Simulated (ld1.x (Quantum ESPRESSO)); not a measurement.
**What one change does to a pseudopotential (Mo (Z = 42), TM)**

| Item | Value |
| --- | --- |
| Element | Mo (Z = 42) |
| Generator | ld1.x (Quantum ESPRESSO) 7.5 |
| Type | norm-conserving Troullier–Martins (Kleinman–Bylander form) |
| Functional | PBEsol |
| Relativity | scalar-relativistic |
| Frozen core | [Kr] |
| Valence charge | 6 |
| Reference configuration | 4d3 5s0 5p0 (charge +3) |
| Partial waves | 5s (bound, empty): rc 2.40 bohr; 5p (bound, empty): rc 3.15 bohr; 4d (bound): rc 1.30 bohr |
| Local potential | all-electron potential smoothed inside 1.15 bohr (lloc = -1) |
| Core correction | none |

All-electron outer shells of the reference configuration (PBEsol, scalar-relativistic, ld1.x):

```csv
shell,level (eV),outermost node (bohr),outermost maximum (bohr)
4p,-69.97,0.52,1.06
4d,-32.88,0.53,1.32
5s,-26.54,1.30,2.46
5p,-20.47,1.46,2.86
```

Change: local potential all-electron potential smoothed inside 3.72 bohr (lloc = -1).

Cutoffs: the cutoffs (Ry, on a coarse ladder) from which the occupation-weighted sum of valence levels, in a spherical-Bessel basis at the reference potential, stays within 10 and 1 mRy of its value at 400 Ry; they do not see the model core or the augmentation charge, which bear on the density cutoff. Errors are all-electron minus pseudo energies relative to the spin-unpolarised reference configuration.

Q: How do hardness, ghosts and transferability respond?

A: The potential gets neither clearly harder nor softer (50 Ry and 70 Ry → 50 Ry and 70 Ry); the bound ghost in p, s disappears; of the 7 tests that both files solve, the error grows in 6 and shrinks in 1 by more than 15 % and 0.3 meV (median size 195.4 → 1118.9 meV). In the separable form a ghost depends on how the local part lies against the semilocal potential of the channel, so the choice of the local part can create or remove one.

| quantity | base | changed |
| --- | --- | --- |
| cutoff, loose | 50 Ry | 50 Ry |
| cutoff, tight | 70 Ry | 70 Ry |
| bound ghosts | s, p | none |
| error for 4d5 5s1 5p0, meV [ΔE -49.08 eV] | +348 | -1119 |
| error for 4d5 5s0 5p0, meV [ΔE -42.18 eV] | +20 | -1185 |
| error for 4d4 5s0 5p0, meV [ΔE -26.72 eV] | -0.3 | -295 |
| error for 4d5 5s0.5 5p0, meV [ΔE -46.34 eV] | +195 | -1164 |
| error for 4d4 5s2 5p0, meV [ΔE -48.91 eV] | +559 | -287 |
| error for 4d2 5s0 5p0, meV [ΔE 39.47 eV] | +16 | -151 |
| error for 4d5.5 5s0.5 5p0, meV [ΔE -48.80 eV] | +221 | -1600 |

 A true bound ghost makes a file unfit for plane-wave use even where its test errors are small: the radial tests pick states by their node count and pass the ghost by.
